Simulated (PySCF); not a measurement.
Relaxation of triplet WOI2

Computed with PySCF, UPBE0, basis W def2-SVP with ECP60, O def2-SVP, I def2-SVP with ECP28 (scalar-relativistic core potentials, no spin–orbit coupling, density fitting). A (50,194) grid was used.

A hand-made T-shaped (ligand arrangement 2) start, of C2v symmetry, held to at least that symmetry:

```xyz
4
charge 0 multiplicity 3, angstrom
W     0.0000    0.0000   -0.1151
O     0.0000    0.0000    1.6549
I     2.6984    0.0000   -0.0209
I    -2.6984    0.0000   -0.0209
```

Optimiser trace:
```csv
step,E − E(last) (kJ/mol),largest gradient (Eh/bohr)
0,153.07,0.14212
1,86.47,0.05038
2,57.72,0.01769
3,26.10,0.01416
4,12.44,0.01342
5,3.45,0.01008
6,0.24,0.00234
7,0.01,0.00042
8,0.00,0.00025
```

It ends at C2v with W–I 2.631 Å (×2), W–O 1.675 Å; I–W–I 125.3°, I–W–O 117.3° (×2) (after a last refinement on a finer grid). A frequency run shows a minimum. Other isomers or separated fragments may lie lower.

Final geometry:
Coordinates in bohr (charge 0 multiplicity 3):
```
W     0.0000    0.0000    1.1671
O     0.0000    0.0000    4.3323
I     4.4178    0.0000   -1.1158
I    -4.4178    0.0000   -1.1158
```

Open d and f shells are described by one determinant, and the ground state may have another occupation or spin. Spin–orbit coupling, left out here, can matter for elements this heavy.

The relaxation took of the order of 2.4 core-minutes on a shared host.
